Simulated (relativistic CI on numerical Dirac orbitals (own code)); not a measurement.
**Pr³⁺: M4,5 absorption edge**

Computed with this model: Dirac-Coulomb-Breit CI, orbitals from a KLI potential per configuration, model QED (radiative potential, 1s self-energy scaled to tabulated hydrogen-like ionisation energies), valence Slater integrals scaled by 0.9, multiplet model of core-to-valence dipole absorption; configurations [Xe] 4f2 → [Ar] 3d9 4s2 4p6 4d10 4f3 5s2 5p6; 80 K; Lorentzian 0.6 eV and Gaussian 0.4 eV FWHM. Energies are those of the free ion, without screening or charge transfer. The branching ratio is the share of the lower-energy edge in the whole absorption, uncertain by about 0.02 where the edges overlap. S is read from ⟨S²⟩ = S(S + 1).

free ion: ground-state S = 0.98, centroid 941.77 eV, branching ratio 0.517. Peaks (eV, height): 932.5 (100), 948.2 (29), 949.7 (16), 951.4 (69), 952.7 (61), 953.6 (54).

The statistical ratio of this edge is 3/5 = 0.600. Values above it arise where the holes sit mainly in the j = l + 1/2 valence subshell or the ground state has high spin; values below it where core-valence Coulomb terms move weight to the upper edge, as in nearly empty shells.

Strongest unbroadened transitions for free ion:

```
Energy (eV)  Relative strength
     932.06               60.5
     932.37               22.1
     932.53               74.3
     932.90               23.0
     933.03               40.1
     933.74               22.7
     933.92               31.3
     934.36               36.8
     948.19               27.7
     948.32               19.2
     950.87               21.0
     951.37              100.0
     951.55               21.8
     952.52               24.1
     952.54               31.6
     952.80               31.3
     953.56               49.4
     953.73               43.7
```
